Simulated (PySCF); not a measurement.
Gas-phase reaction: 3 F₂ + 4 GeH₂ = 2 GeHF₃ + Ge₂H₆

Method: PySCF energies plus ideal-gas RRHO corrections (1 bar). † marks an energy on the PBE0/def2-TZVP geometry and frequencies; other levels use their own. MP2 freezes the core. 6-31G* has spherical d functions here. All species are closed-shell singlets. B3LYP is the form with VWN-RPA correlation. Ge: all electrons, no relativistic terms. GeH₂, GeHF₃: computed as isolated molecules; such fragments, hydroxides, amides, oligomers or adducts are transient or little studied in the gas. MP2 isn't extrapolated to the basis-set limit; its ΔH°(298 K) is -2761.7 kJ in def2-SVP and -2838.0 kJ in def2-TZVPP. The harmonic model lacks anharmonicity and excited electronic states, which grow with temperature; levels with a mode under 35 cm⁻¹ are left out. Internal rotation in Ge₂H₆ is treated as a harmonic vibration of one conformer, which makes the entropy rough.

```csv
level,"ΔE electronic, kJ","ΔH°(298 K), kJ","ΔS°(298 K), J/K","ΔG°(1000 K), kJ"
B3LYP/6-31G*,-2501,-2454,-598,-1866
B3LYP/def2-TZVP†,-2586,-2539,-598,-1952
BLYP/def2-TZVP†,-2460,-2413,-598,-1826
HF/6-31G*,-2696,-2647,-606,-2049
HF/def2-TZVP†,-2792,-2745,-598,-2158
MP2/def2-SVP†,-2809,-2762,-598,-2174
MP2/def2-TZVPP†,-2885,-2838,-598,-2251
PBE0/def2-QZVP†,-2698,-2651,-598,-2064
r2SCAN/def2-TZVP†,-2741,-2694,-598,-2107
LDA/def2-TZVP†,-2775,-2728,-598,-2140
ωB97M-V/def2-TZVP†,-2664,-2616,-598,-2029
```
ΔH° is lowest at MP2/def2-TZVPP† and highest at BLYP/def2-TZVP†. No reference value is set beside these.
